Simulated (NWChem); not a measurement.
Program: NWChem. System: HBF, charge 0, spin multiplicity 2, at a geometry optimised with UB3LYP/def2-SVP. The structure started from a generated list of species. Its SCF solution wasn't tested for a lower state. Level: UPBE0/def2-TZVP.

Output (cleaned and shortened):

```
             Northwest Computational Chemistry Package (NWChem) 7.3.0
             --------------------------------------------------------

                                NWChem Input Module
                                -------------------

 Scaling coordinates for geometry "geometry" by  1.889725989
 (inverse scale =  0.529177249)

 Turning off AUTOSYM since
 SYMMETRY directive was detected!

                             Geometry "geometry" -> ""
                             -------------------------

 Output coordinates in angstroms (scale by  1.889725989 to convert to a.u.)

  No.       Tag          Charge          X              Y              Z
 ---- ---------------- ---------- -------------- -------------- --------------
    1 B                    5.0000     0.63051300    -0.39209600     0.00000000
    2 F                    9.0000    -0.53505800     0.18990000     0.00000000
    3 H                    1.0000     1.66295900     0.25138300     0.00000000

 Effective nuclear repulsion energy (a.u.)      22.6191936038

            Nuclear Dipole moment (a.u.)
            ----------------------------
        X                 Y               Z
 ---------------- ---------------- ----------------
     0.0000037795     0.0000056692     0.0000000000

      Symmetry information
      --------------------

 Group name             Cs
 Group number              2
 Group order               2
 No. of unique centers     3

      Symmetry unique atoms

     1    2    3


 Summary of "ao basis" -> "" (spherical)
 ------------------------------------------------------------------------------
       Tag                 Description            Shells   Functions and Types
 ---------------- ------------------------------  ------  ---------------------
 *                         def2-tzvp                  on all atoms

                                 NWChem DFT Module
                                 -----------------

 Summary of "ao basis" -> "ao basis" (spherical)
 ------------------------------------------------------------------------------
       Tag                 Description            Shells   Functions and Types
 ---------------- ------------------------------  ------  ---------------------
 B                         def2-tzvp                11       31   5s3p2d1f
 F                         def2-tzvp                11       31   5s3p2d1f
 H                         def2-tzvp                 4        6   3s1p

 Summary of "ao basis" -> "ao basis" (spherical)
 ------------------------------------------------------------------------------
       Tag                 Description            Shells   Functions and Types
 ---------------- ------------------------------  ------  ---------------------
 B                         def2-tzvp                11       31   5s3p2d1f
 F                         def2-tzvp                11       31   5s3p2d1f
 H                         def2-tzvp                 4        6   3s1p

      Symmetry analysis of basis
      --------------------------

        a'         47
        a"         21

            General Information
            -------------------
          SCF calculation type: DFT
          Wavefunction type:  spin polarized.
          No. of atoms     :     3
          No. of electrons :    15
           Alpha electrons :     8
            Beta electrons :     7
          Charge           :     0
          Spin multiplicity:     2
          Use of symmetry is: on ; symmetry adaption is: on
          Maximum number of iterations: 100
          AO basis - number of functions:    68
                     number of shells:    26
          Convergence on energy requested:  1.00D-06
          Convergence on density requested:  1.00D-05
          Convergence on gradient requested:  5.00D-04

              XC Information
              --------------
                         PBE0 Method XC Functional
                     Hartree-Fock (Exact) Exchange  0.250
          PerdewBurkeErnzerhof Exchange Functional  0.750
            Perdew 1991 LDA Correlation Functional  1.000 local
           PerdewBurkeErnz. Correlation Functional  1.000 non-local

             Grid Information
             ----------------
[...]
     9     -0.460596  1 B  px                36     -0.374915  2 F  s
    43     -0.330972  2 F  px                10      0.234160  1 B  py
    20     -0.202722  1 B  d -2              44      0.201731  2 F  py

 Vector   11  Occ=0.000000D+00  E= 8.515635D-02  Symmetry=a'
              MO Center=  1.9D+00, -6.2D-01,  6.9D-15, r^2= 4.9D+00
   Bfn.  Coefficient  Atom+Function         Bfn.  Coefficient  Atom+Function
  ----- ------------  ---------------      ----- ------------  ---------------
     5      1.794641  1 B  s                  4     -1.554383  1 B  s
    12      1.127634  1 B  px                65     -0.523549  3 H  s
    36      0.277467  2 F  s                  9     -0.248242  1 B  px
    64      0.140600  3 H  s                 10     -0.102968  1 B  py
     2      0.087938  1 B  s                  6     -0.073389  1 B  px

                     DFT Final Beta Molecular Orbital Analysis
                     -----------------------------------------

 Vector    5  Occ=1.000000D+00  E=-5.044661D-01  Symmetry=a'
              MO Center= -1.8D-01,  1.6D-01, -1.6D-13, r^2= 9.7D-01
   Bfn.  Coefficient  Atom+Function         Bfn.  Coefficient  Atom+Function
  ----- ------------  ---------------      ----- ------------  ---------------
    38      0.425275  2 F  py                41      0.349568  2 F  py
    44      0.197958  2 F  py                 6      0.140545  1 B  px
    37      0.116750  2 F  px                 7      0.101804  1 B  py
    40      0.100194  2 F  px                64      0.098223  3 H  s
     9      0.076832  1 B  px                63      0.068506  3 H  s

 Vector    6  Occ=1.000000D+00  E=-5.039899D-01  Symmetry=a"
              MO Center= -4.4D-01,  1.5D-01,  1.6D-13, r^2= 5.8D-01
   Bfn.  Coefficient  Atom+Function         Bfn.  Coefficient  Atom+Function
  ----- ------------  ---------------      ----- ------------  ---------------
    39      0.479677  2 F  pz                42      0.396560  2 F  pz
    45      0.227584  2 F  pz                 8      0.121386  1 B  pz
    11      0.074071  1 B  pz

 Vector    7  Occ=1.000000D+00  E=-4.239031D-01  Symmetry=a'
              MO Center=  9.7D-01, -2.6D-02, -1.4D-15, r^2= 1.5D+00
   Bfn.  Coefficient  Atom+Function         Bfn.  Coefficient  Atom+Function
  ----- ------------  ---------------      ----- ------------  ---------------
    64      0.226599  3 H  s                  4      0.222437  1 B  s
     6      0.217061  1 B  px                37     -0.214308  2 F  px
     3      0.194398  1 B  s                 40     -0.170272  2 F  px
    63      0.161343  3 H  s                  9      0.139830  1 B  px
    38     -0.135926  2 F  py                65      0.124709  3 H  s

 Vector    8  Occ=0.000000D+00  E=-5.253997D-02  Symmetry=a'
              MO Center=  6.8D-01, -8.7D-01,  2.5D-14, r^2= 2.2D+00
   Bfn.  Coefficient  Atom+Function         Bfn.  Coefficient  Atom+Function
  ----- ------------  ---------------      ----- ------------  ---------------
     5      0.614371  1 B  s                 65     -0.432181  3 H  s
     4      0.296557  1 B  s                  7     -0.293063  1 B  py
    10     -0.241451  1 B  py                13     -0.222618  1 B  py
     3      0.160425  1 B  s                 38      0.150671  2 F  py
    64     -0.150524  3 H  s                 44      0.147028  2 F  py

 Vector    9  Occ=0.000000D+00  E=-2.801055D-02  Symmetry=a"
              MO Center=  7.0D-01, -3.4D-01, -3.0D-14, r^2= 2.5D+00
   Bfn.  Coefficient  Atom+Function         Bfn.  Coefficient  Atom+Function
  ----- ------------  ---------------      ----- ------------  ---------------
    14      0.489325  1 B  pz                11      0.397029  1 B  pz
     8      0.371308  1 B  pz                45     -0.205374  2 F  pz
    39     -0.186537  2 F  pz                42     -0.145637  2 F  pz
    23     -0.043909  1 B  d  1              21      0.038304  1 B  d -1

 Vector   10  Occ=0.000000D+00  E= 6.526500D-02  Symmetry=a'
              MO Center=  3.9D-02,  4.6D-01, -3.1D-14, r^2= 5.1D+00
   Bfn.  Coefficient  Atom+Function         Bfn.  Coefficient  Atom+Function
  ----- ------------  ---------------      ----- ------------  ---------------
     5     -1.688622  1 B  s                  4      1.568800  1 B  s
    13     -0.712166  1 B  py                12      0.577921  1 B  px
     9     -0.440073  1 B  px                36     -0.325861  2 F  s
    43     -0.302945  2 F  px                65      0.290902  3 H  s
    10      0.244534  1 B  py                44      0.224967  2 F  py

   alpha - beta orbital overlaps
   -----------------------------

   alpha      1      2      3      4      5      6      7      8      9     10
    beta      1      2      3      4      5      6      7      8      9     10
 overlap   1.000  1.000  1.000  0.996  0.998  1.000  0.991  0.973  0.997  0.992

   alpha     11     12     13     14     15     16     17     18     19     20
    beta     11     12     13     14     15     16     17     18     19     20
 overlap   0.979  0.914  0.998  0.927  0.992  0.993  0.989  0.991  0.982  0.995

   alpha     21     22     23     24     25     26     27     28     29     30
    beta     22     21     23     24     25     26     28     27     29     30
 overlap   0.840  0.999  0.853  0.974  0.984  0.975  0.958  1.000  1.000  0.999

   alpha     31     32     33     34     35     36     37     38     39     40
    beta     31     32     33     34     35     36     37     38     39     40
 overlap   0.990  0.987  0.991  0.993  0.961  0.988  0.931  0.802  0.793  0.998

   alpha     41     42     43     44     45     46     47     48     49     50
    beta     41     42     43     44     45     46     47     48     49     50
 overlap   0.999  0.993  0.995  0.998  1.000  0.961  0.962  1.000  0.997  0.997

   alpha     51     52     53     54     55     56     57     58     59     60
    beta     51     52     53     54     55     56     57     58     59     60
 overlap   1.000  1.000  1.000  1.000  1.000  1.000  1.000  1.000  1.000  1.000

   alpha     61     62     63     64     65     66     67     68
    beta     61     62     63     64     65     66     67     68
 overlap   1.000  1.000  1.000  1.000  1.000  1.000  1.000  1.000

     --------------------------
     Expectation value of S2:
     --------------------------
      <S2> =      0.7519 (Exact =     0.7500)

 center of mass
 --------------
 x =  -0.09430257 y =  -0.02775654 z =   0.00000000

 moments of inertia (a.u.)
 ------------------
           8.694400227293          15.189674329691           0.000000000000
          15.189674329691          44.729526563155           0.000000000000
           0.000000000000           0.000000000000          53.423926790447

     Multipole analysis of the density
     ---------------------------------

     L   x y z        total         alpha         beta         nuclear
     -   - - -        -----         -----         ----         -------
     0   0 0 0     -0.000000     -8.000000     -7.000000     15.000000

     1   1 0 0      0.200378     -0.533007      0.733382      0.000004
     1   0 1 0      0.126696      0.854160     -0.727470      0.000006
     1   0 0 1     -0.000000     -0.000000     -0.000000      0.000000

     2   2 0 0     -8.953129    -19.181351    -15.946785     26.175007
     2   1 1 0      0.413799      4.130127      2.470670     -6.186998
     2   1 0 1      0.000000      0.000000      0.000000      0.000000
     2   0 2 0     -9.612483     -9.277747     -4.464486      4.129750
     2   0 1 1     -0.000000     -0.000000     -0.000000      0.000000
     2   0 0 2     -7.832518     -4.559835     -3.272683      0.000000

 Task  times  cpu:        0.7s     wall:        0.7s

 Total times  cpu:        0.8s     wall:        0.8s
```

Question: Write an NWChem input that would produce this output.

Answer: One answer among several that fit: 
```
start mol
memory heap 200 mb stack 900 mb global 1100 mb
geometry units angstroms nocenter noautoz
  B      0.630513    -0.392096     0.000000
  F     -0.535058     0.189900     0.000000
  H      1.662959     0.251383     0.000000
  symmetry group Cs
end
basis spherical
  * library def2-tzvp
end
dft
  xc pbe0
  odft
  mult 2
  semidirect memsize 60000000 filesize 0
  iterations 100
end
task dft energy
```
